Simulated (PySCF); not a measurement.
C3H7NOSi, SMILES C[C@@H](C#N)[SiH2]O.

The structure is a stationary point at B3LYP-D3(BJ)/def2-SVP. The structure was generated by enumeration; whether it is a known compound was not checked. Other conformers were not sampled.

These are PySCF 2.14.0 with B3LYP-D3(BJ)/def2-SVP values and carry that method's errors.

Frequencies are harmonic and unscaled.

Computed normal modes with their intensities:
```csv
mode,ν (cm⁻¹),IR (km/mol),moving atoms (share of kinetic energy)
1,57,6.8,"O 43 %, N 21 %, H 18 %, C 14 %"
2,115,4.3,"O 31 %, N 29 %, H 17 %, C 13 %, Si 10 %"
3,172,5.0,"C 29 %, H 24 %, N 20 %, Si 14 %, O 13 %"
4,212,0.8,"H 57 %, C 24 %, N 16 %"
5,240,1.2,"H 65 %, C 22 %"
6,298,47.2,"H 56 %, C 23 %, Si 11 %, N 9 %"
7,346,92.1,"H 46 %, C 23 %, O 19 %, Si 8 %"
8,495,18.0,"C 54 %, Si 30 %, H 8 %"
9,552,7.4,"C 68 %, H 20 %, N 9 %"
10,621,34.9,"H 64 %, C 17 %, Si 15 %"
11,648,5.7,"C 56 %, H 33 %"
12,729,33.8,H 93 %
13,836,107.8,"H 49 %, O 39 %, Si 9 %"
14,875,28.4,"C 44 %, H 40 %, N 12 %"
15,904,294.3,H 87 %
16,908,34.1,"H 50 %, O 27 %, Si 21 %"
17,959,67.0,H 88 %
18,1000,57.5,"H 73 %, C 14 %, Si 10 %"
19,1065,9.4,"C 70 %, H 26 %"
20,1098,4.0,"H 63 %, C 35 %"
21,1176,11.8,"H 58 %, C 41 %"
22,1300,0.3,"H 68 %, C 31 %"
23,1397,0.6,"H 83 %, C 17 %"
24,1469,7.7,H 97 %
25,1478,7.1,H 96 %
26,2228,130.6,H 97 %
27,2266,112.3,H 97 %
28,2352,29.3,"C 61 %, N 39 %"
29,3040,17.5,H 97 %
30,3045,2.5,H 92 %
31,3128,10.7,"H 90 %, C 10 %"
32,3132,8.8,"H 90 %, C 10 %"
33,3844,85.6,H 94 %
```
